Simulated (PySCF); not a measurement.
**Electric field gradients and quadrupole coupling constants**

Species: C3H8O4Si2.
Geometry (GFN2-xTB, Å), atoms numbered from 1 in this order:
```xyz
17
C3H8O4Si2 angstrom
C      3.3305   -0.6695    0.2618
C      2.1944   -0.0996   -0.0966
O      0.9928   -0.6606    0.1646
Si    -0.5025   -0.1131   -0.1985
O     -0.7936   -0.1785   -1.7953
Si    -1.2250    1.8667    0.6817
O     -1.3421   -1.4327    0.4468
C     -2.2882   -1.2857    1.3186
O     -2.6718   -0.2481    1.7827
H      3.3407   -1.6092    0.7845
H      4.2729   -0.2070    0.0394
H      2.1594    0.8449   -0.6269
H     -0.6942   -0.9828   -2.3060
H     -0.9778    1.9416    2.1226
H     -0.4439    2.9708    0.0856
H     -2.6267    2.1328    0.3729
H     -2.7318   -2.2580    1.6017
```

Field gradients from the PBE0/pcSseg-1 density (PySCF, non-relativistic), principal values in atomic units, ordered |Vxx| ≤ |Vyy| ≤ |Vzz|:

```csv
atom,Vxx,Vyy,Vzz
O3,-0.6798,-0.8415,1.5213
O5,-0.5158,-1.0054,1.5212
O7,-0.5244,-0.7135,1.2378
O9,0.6100,0.9261,-1.5361
```

Find the asymmetry η = (Vxx − Vyy)/Vzz and the couplings χ = eQV/h (234.96 MHz × Q in barn × V in au), with Q(17O) = −0.0256 b.

```
atom                               environment  nucleus     η  χzz (MHz)  χxx (MHz)  χyy (MHz)
  O3                        silyl ether oxygen      17O  0.11      -9.15       4.09       5.06
  O5                            silanol oxygen      17O  0.32      -9.15       3.10       6.05
  O7  oxygen singly bound to a carbonyl carbon      17O  0.15      -7.45       3.15       4.29
  O9                           carbonyl oxygen      17O  0.21       9.24      -3.67      -5.57
```

What is Vzz at O5 in SI units (1 au = 9.71736 × 10²¹ V/m²)?

1.5212 au = 14.782 × 10²¹ V/m².

And the gradient at the other heavy atoms, for which no coupling is worked out here?

```
atom                    environment  Vzz (au)     η
  C1           terminal =CH2 carbon     0.203  0.34
  C2  vinylic carbon bearing oxygen    -0.400  0.32
 Si4           oxygen-bound silicon    -0.608  0.50
 Si6                   SiH3 silicon    -0.162  0.77
  C8                carbonyl carbon     0.442  0.83
```

What couplings would deuterons (Q(2H) = 0.00286 b) have in place of the hydrogens, at this geometry?

```tsv
atom	bonded to	bond length (Å)	Vzz (au)	η	χzz (kHz)
H10	C1	1.075	0.3418	0.06	230
H11	C1	1.073	0.3460	0.07	233
H12	C2	1.084	0.3128	0.13	210
H13	O5	0.958	0.4956	0.05	333
H14	Si6	1.464	0.1641	0.03	110
H15	Si6	1.478	0.1529	0.02	103
H16	Si6	1.460	0.1675	0.03	113
H17	C8	1.106	0.2708	0.02	182
```

The structure is a single GFN2-xTB conformer in the gas phase; no vibrational or solvent corrections. GFN2-xTB bond lengths can be off by several hundredths of an ångström, more for odd bonds, and the gradients follow them. A larger basis could move these couplings by a tenth or more.
